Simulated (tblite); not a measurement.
Compound: C5H14FNSi2.
Structure used (GFN2-xTB), in Å, numbered top down from 1:
```
atom  x, y, z in Å
F1    -4.0911    1.4099   -0.3876
Si2   -2.5107    1.2717   -0.6630
N3    -2.1543   -0.2715   -0.0248
C4    -0.8827   -0.9345   -0.0879
C5    -0.5353   -1.8729    1.0831
C6     0.8648   -1.2448    1.1346
C7     0.3526   -0.0828    0.2663
C8     1.2252    0.4028   -0.8739
Si9    2.7790    1.3196   -0.2717
H10   -1.8640    2.3295    0.1000
H11   -2.3719    1.4409   -2.1080
H12   -2.9201   -0.9249    0.0600
H13   -0.7436   -1.4416   -1.0544
H14   -1.1265   -1.6361    1.9650
H15   -0.5895   -2.9415    0.8853
H16    1.2446   -0.9847    2.1198
H17    1.6073   -1.8465    0.6137
H18    0.0449    0.7569    0.8904
H19    1.5101   -0.4498   -1.4950
H20    0.6299    1.0642   -1.5079
H21    3.6017    0.4215    0.5415
H22    2.3769    2.4752    0.5325
H23    3.5479    1.7663   -1.4352
```

All values are computed: GFN2-xTB (tblite) harmonic vibrations without scaling, gas phase. The method is semi-empirical: single wavenumbers can be off by several per cent or more. Modes of hydrogen on silicon can be 10 to 20 % off. One conformer, not necessarily the lowest.

Harmonic wavenumbers (cm⁻¹): 33.3, 45.4, 66.4, 94.6, 122.8, 131.7, 146.1, 193.9, 273.4, 326.5, 381.2, 389.1, 488.0, 509.2, 544.2, 560.3, 579.0, 630.7, 744.2, 757.4, 773.1, 788.4, 792.0, 797.1, 804.6, 816.8, 832.1, 837.9, 935.6, 979.5, 1017.4, 1033.5, 1049.9, 1093.1, 1146.2, 1160.9, 1182.9, 1199.1, 1210.5, 1241.0, 1242.9, 1256.2, 1266.8, 1318.2, 1335.1, 1357.3, 1468.0, 1480.0, 1488.6, 2247.6, 2257.8, 2260.1, 2263.1, 2313.1, 2839.0, 2954.7, 2970.5, 2978.8, 2998.7, 3010.2, 3015.5, 3023.0, 3428.2.

A = 1680, B = 581.1, C = 456.2 MHz; mass 163.065 u (most abundant isotopes); point group C1, symmetry number 1.

Question: What is the zero-point energy?

Answer: ½Σν̃ = 38741 cm⁻¹ = 463.45 kJ/mol.

Question: Give the ideal-gas entropy at 273.15 K and 1 bar in the rigid-rotor, harmonic-oscillator model (classical rotation).

Answer: Translation 170.57, rotation 128.43, vibration 156.13: S = 455.1 J/(mol K).

Question: And Cp and H(273.15 K) − H(0)?

Answer: Cp = 185.85 J/(mol K), of which vibrations give 152.59 (their classical limit is 63 R = 523.8); H(273.15 K) − H(0) = 30.53 kJ/mol without the zero-point energy, 21.44 from vibrations.

Question: How do the functions run with temperature in this model?

Answer: 
```tsv
T (K)	S (J/(mol K))	Cp (J/(mol K))	H − H(0) (kJ/mol)	G − H(0) (kJ/mol)	ln q(vib)
100	323.6	95.0	6.58	-25.78	3.07
200	404.1	144.3	18.46	-62.35	6.78
300	473.3	201.2	35.72	-106.25	10.26
500	600.3	298.7	86.30	-213.85	17.06
800	762.3	389.1	190.76	-419.08	26.75
1000	853.5	427.4	272.62	-580.86	32.71
```

q(vib) and H(0) count from the zero-point level.

Question: Blend soft modes into free rotors: weight 1/[1 + (100 cm⁻¹/ν̃)⁴] for the oscillator and the rest for a rotor with moment μB/(μ + B), μ = h/(8π²ν), B = 10⁻⁴⁴ kg m². What vibrational entropy results?

Answer: 139.20 J/(mol K) in place of 156.13, which changes −T·S at 273.15 K by +4.62 kJ/mol.

Hindered rotation and anharmonicity are outside this model. Other conformers, if any are populated, would add a mixing term that is left out. The structure is chiral; the term R ln 2 for an equal mix with its mirror image is left out.
